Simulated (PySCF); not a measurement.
The vertical singlet excitations below were computed for one of the candidates. Level of theory: PySCF, TDDFT PBE0/def2-SVPD, vertical, gas phase, core orbitals frozen in the response. Geometries: GFN2-xTB, one conformer each.

```json
{"state": "S1", "E (eV)": "5.03", "f": "0.0044"}
{"state": "S2", "E (eV)": "5.20", "f": "0.0012"}
{"state": "S3", "E (eV)": "6.14", "f": "0.0091"}
{"state": "S4", "E (eV)": "6.32", "f": "0.026"}
{"state": "S5", "E (eV)": "7.02", "f": "0.054"}
{"state": "S6", "E (eV)": "7.19", "f": "0.060"}
```

Orbital energies (eV): HOMO-3 -8.55, HOMO-2 -8.36, HOMO-1 -7.35, HOMO -7.03, LUMO -0.28, LUMO+1 0.34, LUMO+2 1.05.

Problem. Which candidate is it? All have the formula C5H10N2.
A. `NCC1=CCNC1`
B. `C/C=N/C/C=N/C`
C. `C=C/C(C)=N\NC`
D. `C#C[C@H](N)CCN`

Solution. B. Its S1 lies at 5.03 eV; the nearest of the others has S1 at 4.45 eV. S1 is HOMO→LUMO (78%), HOMO-1→LUMO+1 (11%), HOMO→LUMO+1 (9%). Löwdin shares by element: HOMO nitrogen 60%, carbon 17% or more (atoms not listed hold the other 23%); LUMO carbon 38% or more, nitrogen 34% (atoms not listed hold the other 28%). At the same level the other candidates give, for their lowest levels:
- `C=C/C(C)=N\NC`: 4.45 eV (f 0.387); 5.00 eV (f 0.005); 5.39 eV (f 0.004); 6.03 eV (f 0.005); 6.14 eV (f 0.023); T1 2.66 eV; HOMO -5.82, LUMO -0.91 eV
- `C#C[C@H](N)CCN`: 6.24 eV (f 0.009); 6.46 eV (f 0.033); 6.60 eV (f 0.004); 6.80 eV (f 0.005); 6.83 eV (f 0.004); T1 5.37 eV; HOMO -6.83, LUMO 0.67 eV
- `NCC1=CCNC1`: 5.65 eV (f 0.006); 5.87 eV (f 0.013); 6.27 eV (f 0.014); 6.38 eV (f 0.001); 6.44 eV (f 0.018); T1 4.36 eV; HOMO -6.46, LUMO 0.52 eV

Conformer computed: `[CH3:1]/[CH:2]=[N:3]/[CH2:4]/[CH:5]=[N:6]/[CH3:7]`: C2–N3–C4–C5 -119°, N3–C4–C5–N6 133°.
Triplets come from the Tamm–Dancoff approximation.
